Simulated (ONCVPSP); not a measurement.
# Before and after: ONCV potential for copper

* Element: copper
* Generator: ONCVPSP 4.0.1
* Type: optimised norm-conserving Vanderbilt (ONCV)
* Functional: PBE
* Relativity: fully relativistic
* Frozen core: [Ne]
* Valence charge: 19
* Reference configuration: 3s2 3p6 3d10 4s1
* Partial waves: 3s+4s: rc 1.30 bohr, ncon 4, nbas 8, qcut 7.9 1/bohr, 2 projectors; 3p: rc 1.20 bohr, ncon 4, nbas 7, qcut 14 1/bohr, 1 projector; 3d: rc 1.15 bohr, ncon 4, nbas 8, qcut 11.4 1/bohr, 2 projectors, debl 2.9 Ha
* Local potential: polynomial inside 1.05 bohr (lpopt 5, dvloc0 -1 Ha)
* Core correction: polynomial model core, fcfact 0.55

Open shells are filled in proportion to 2j + 1.

All-electron outer shells of the reference configuration (PBE, scalar-relativistic, ld1.x):

```json
{"shell": "2p", "level (eV)": "-916.98", "outermost node (bohr)": "–", "outermost maximum (bohr)": "0.16"}
{"shell": "3s", "level (eV)": "-114.70", "outermost node (bohr)": "0.29", "outermost maximum (bohr)": "0.61"}
{"shell": "3p", "level (eV)": "-72.14", "outermost node (bohr)": "0.26", "outermost maximum (bohr)": "0.62"}
{"shell": "3d", "level (eV)": "-5.04", "outermost node (bohr)": "–", "outermost maximum (bohr)": "0.60"}
{"shell": "4s", "level (eV)": "-4.61", "outermost node (bohr)": "0.89", "outermost maximum (bohr)": "2.27"}
```

Change: s: qcut 4.9; p: qcut 8.8; d: qcut 7.1.

Cutoffs: the cutoffs (Ha) at which the residual kinetic energy of the hardest occupied pseudo-wave falls to 1 and 0.1 mHa per electron; they do not see the model core or the augmentation charge, which bear on the density cutoff. Errors are all-electron minus pseudo energies relative to the spin-unpolarised reference configuration.

Predict the effect on cutoff, ghosts and configuration errors.

The potential gets harder (62 Ha and 157 Ha → 191 Ha and 289 Ha); of the 3 tests that both files solve, the error grows in 3 and shrinks in 0 by more than 15 % and 0.3 meV (median size 3.9 → 5.4 meV); the range in which the p3/2 phases agree widens (upper end 2.6 → at the end of the scan); the range in which the p1/2 phases agree widens (upper end 2.6 → at the end of the scan); neither file shows a bound ghost.

```tsv
quantity	base	changed
cutoff, loose	62 Ha	191 Ha
cutoff, tight	157 Ha	289 Ha
loose cutoff by channel	s 16 Ha, p 50 Ha, d 62 Ha	s 31 Ha, p 38 Ha, d 191 Ha
bound ghosts	none	none
GHOST(+) flags under 300 eV	none	none
tests with a reliable result	3 of 4	3 of 4
error for 3s2 3p6 3d10 4s0, meV [ΔE 8.15 eV]	+3.9	+5.4
error for 3s2 3p6 3d9 4s0, meV [ΔE 29.48 eV]	+3.1	+3.7
error for 3s1 3p6 3d10 4s1, meV [ΔE 122.23 eV]	-365	-590
s: phases at 1.32 bohr within 0.05 rad from the reference energy up to (Ha; the scan ends near 5)	to the end of the scan	to the end of the scan
p3/2: phases at 1.21 bohr within 0.05 rad from the reference energy up to (Ha; the scan ends near 5)	2.6	to the end of the scan
p1/2: phases at 1.21 bohr within 0.05 rad from the reference energy up to (Ha; the scan ends near 5)	2.6	to the end of the scan
d5/2: phases at 1.16 bohr within 0.05 rad from the reference energy up to (Ha; the scan ends near 5)	to the end of the scan	to the end of the scan
d3/2: phases at 1.16 bohr within 0.05 rad from the reference energy up to (Ha; the scan ends near 5)	to the end of the scan	to the end of the scan
rms error of d²Exc/dni dnj with the model core, mHa	5.47	5.38
```
